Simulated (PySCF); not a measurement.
**Correlation energy of Ne(2+) (neon, charge +2)**

[He] 2s2 2p4, high-spin 3P determinant. Calculation: PySCF 2.14, in x2c-TZVPPall with one added diffuse shell each of s, p, d type (6s4p3d1f, 40 functions); the spin-free X2C one-electron Hamiltonian (Gaussian nucleus). Frozen: 1s2; 6 electrons correlated.

```tsv
level	correlation energy (mhartree)
CCSD	-155.53
(T)	-1.42
CCSD(T)	-156.95
```

Diagnostics: T1 = 0.0028, D1 = 0.0060, largest double amplitude 0.023.

Cost of the coupled-cluster step: of the order of 1 core-seconds, for 6 correlated electrons.

Iterations:

```
CC2 = 0
CCSD nocc = (np.int64(4), np.int64(2)), nmo = (39, 39)
frozen orbitals [[0], [0]]
max_cycle = 100
direct = 0
conv_tol = 1e-08
conv_tol_normt = 1e-06
diis_space = 8
diis_start_cycle = 0
Init t2, MP2 energy = -0.140842309200816
Init E_corr(UCCSD) = -0.140842309210633
cycle = 1  E_corr(UCCSD) = -0.153021310474842  dE = -0.0121790013  norm(t1,t2) = 0.0170514
cycle = 2  E_corr(UCCSD) = -0.154896567824195  dE = -0.00187525735  norm(t1,t2) = 0.00492572
cycle = 3  E_corr(UCCSD) = -0.155559144435688  dE = -0.000662576611  norm(t1,t2) = 0.00186534
cycle = 4  E_corr(UCCSD) = -0.155524136622733  dE = 3.5007813e-05  norm(t1,t2) = 0.000353108
cycle = 5  E_corr(UCCSD) = -0.155529840498773  dE = -5.70387604e-06  norm(t1,t2) = 5.91912e-05
cycle = 6  E_corr(UCCSD) = -0.155530398593562  dE = -5.58094789e-07  norm(t1,t2) = 1.18176e-05
cycle = 7  E_corr(UCCSD) = -0.155530188519798  dE = 2.10073764e-07  norm(t1,t2) = 2.55129e-06
cycle = 8  E_corr(UCCSD) = -0.155530196349444  dE = -7.82964596e-09  norm(t1,t2) = 4.43413e-07
UCCSD converged
E(UCCSD) = -126.6693138473409  E_corr = -0.1555301963494442
UCCSD(T) correction = -0.00141525060538515
```
